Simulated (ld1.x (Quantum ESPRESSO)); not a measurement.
**cadmium, TM: configuration errors across variants**

```json
{
 "Element": "cadmium",
 "Generator": "ld1.x (Quantum ESPRESSO) 7.5",
 "Type": "norm-conserving Troullier–Martins (Kleinman–Bylander form)",
 "Functional": "revPBE",
 "Relativity": "fully relativistic",
 "Frozen core": "[Ar] 3d10 4s2",
 "Valence charge": "18",
 "Reference configuration": "4p6 4d10 5s2 5p0",
 "Partial waves": "5s (bound): rc 1.90 bohr; 4p (bound): rc 1.40 bohr; 4d (bound): rc 1.80 bohr; 4f channel at 0.3 Ry: rc 1.80 bohr",
 "Local potential": "all-electron potential smoothed inside 1.20 bohr (lloc = -2)",
 "Core correction": "Bessel-smoothed model core, default radius (core density twice the valence density)"
}
```

Open shells are filled in proportion to 2j + 1 (rel_dist='average').

All-electron excitation energies from the reference (eV): (1) 4p6 4d10 5s1 5p0 9.148; (2) 4p6 4d10 5s0 5p0 26.106; (3) 4p6 4d9 5s0 5p0 64.031; (4) 4p6 4d8 5s0 5p0 118.015; (5) 4p6 4d10 5s0 5p2 9.597; (6) 4p6 4d9 5s2 5p0 17.931; (7) 4p5 4d10 5s2 5p0 74.308.

Tests that are not counted but printed errors over 1 eV. “wave 5s (bound): rc 1.90 bohr becomes 5s (bound): rc 1.22 bohr”: 4p6 4d9 5s2 5p0 (solver errors, printed error -3459 eV); 4p5 4d10 5s2 5p0 (solver errors, printed error -17.7 eV); 1 more.

A true bound ghost makes a file unfit for plane-wave use even where its test errors are small: the radial tests pick states by their node count and pass the ghost by. Where a test does run into it, the solver fails or the error is huge.

Errors AE − PS in meV (a dash: test not solved or not reliable):

| change | (1) | (2) | (3) | (4) | (5) | (6) | (7) | bound ghosts |
| --- | --- | --- | --- | --- | --- | --- | --- | --- |
| base | -4.1 | -28 | +22 | +88 | +357 | -15 | -134 | s |
| wave 5s (bound): rc 1.90 bohr becomes 5s (bound): rc 1.22 bohr | – | -182 | -189 | -210 | +217 | – | – | s |
| wave 5s (bound): rc 1.90 bohr becomes 5s (bound): rc 1.50 bohr | -4.6 | -20 | -22 | -34 | +370 | -45 | -172 | s |
| wave 5s (bound): rc 1.90 bohr becomes 5s (bound): rc 1.60 bohr | -2.3 | -11 | -1.8 | +5.1 | +375 | -31 | -155 | s |
| wave 5s (bound): rc 1.90 bohr becomes 5s (bound): rc 2.10 bohr | -4.7 | -32 | +30 | +113 | +354 | -17 | -137 | s |
| wave 5s (bound): rc 1.90 bohr becomes 5s (bound): rc 2.28 bohr | -4.7 | -32 | +28 | +108 | +355 | -16 | -136 | s |
| wave 5s (bound): rc 1.90 bohr becomes 5s (bound): rc 2.48 bohr | -4.4 | -31 | +12 | +71 | +355 | -11 | -129 | s |
| wave 5s (bound): rc 1.90 bohr becomes 5s (bound): rc 2.58 bohr | -4.1 | -32 | -10 | +23 | +354 | -4.1 | -120 | s |

Question: Give the same row for: wave 5s (bound): rc 1.90 bohr becomes 5s (bound): rc 2.86 bohr.

Answer: -4.5, -43, -92, -145, +348, +18, -91; bound ghosts: s.
